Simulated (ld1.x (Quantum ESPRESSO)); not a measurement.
## I (Z = 53) TM: all-electron and pseudo phase curves

| Quantity | Value |
| --- | --- |
| Element | I (Z = 53) |
| Generator | ld1.x (Quantum ESPRESSO) 7.5 |
| Type | norm-conserving Troullier–Martins (Kleinman–Bylander form) |
| Functional | LDA (PZ) |
| Relativity | scalar-relativistic |
| Frozen core | [Kr] 4d10 |
| Valence charge | 7 |
| Reference configuration | 5s2 5p3.5 (charge +1.5) |
| Partial waves | 5s (bound): rc 1.75 bohr; 5p (bound): rc 2.10 bohr |
| Local potential | all-electron potential smoothed inside 1.35 bohr (lloc = -1) |
| Core correction | none |

The phase is arctan(r·u′/u) with u = r·R(r), unwrapped; energies in Ry, scanned from -4 to 5 Ry. A pole is an energy at which the radial function vanishes at the test radius. The pseudo phase is shifted by a multiple of π to meet the all-electron one at the reference energy, and phase errors are pseudo minus all-electron; the curves can meet again beyond the range given. Levels narrower than the energy grid can be missing from the lists of poles.

A narrow feature of the pseudo curve, probably an extra level, lies near -1.30 Ry in the p channel; the grid steps over it, so the window and error are not given (n/a).

| channel | radius (bohr) | reference energy (Ry) | poles, all-electron | poles, pseudo | unbroken range about the reference energy with phases within 0.05 rad | phase error 1 Ry above the reference energy (rad) |
| --- | --- | --- | --- | --- | --- | --- |
| s | 2.31 | -2.30 | -0.78 | -0.80 | below 2.0 | -0.002 |
| p | 2.31 | -1.47 | 0.81 | 0.99 | n/a | n/a |

Note: ghost states, extra bound levels that the all-electron valence spectrum of the same l lacks: s at -139.3 eV, d at -32.8 eV, p at -17.2 eV. A true bound ghost makes a file unfit for plane-wave use.

Phases in the p channel:

```tsv
E (Ry)	all-electron	pseudo
-4.00	1.238	1.232
-3.52	1.181	1.173
-3.04	1.089	1.077
-2.56	0.912	0.895
-2.08	0.493	0.469
-1.60	-0.407	-0.411
-1.12	-1.056	-1.022
-0.64	-1.316	-1.294
-0.16	-1.442	-1.423
0.32	-1.517	-1.500
0.80	-1.570	-1.553
1.28	-1.612	-1.594
1.76	-1.649	-1.629
2.24	-1.684	-1.662
2.72	-1.721	-1.695
3.20	-1.763	-1.732
3.68	-1.817	-1.776
4.16	-1.893	-1.835
4.64	-2.013	-1.922
```
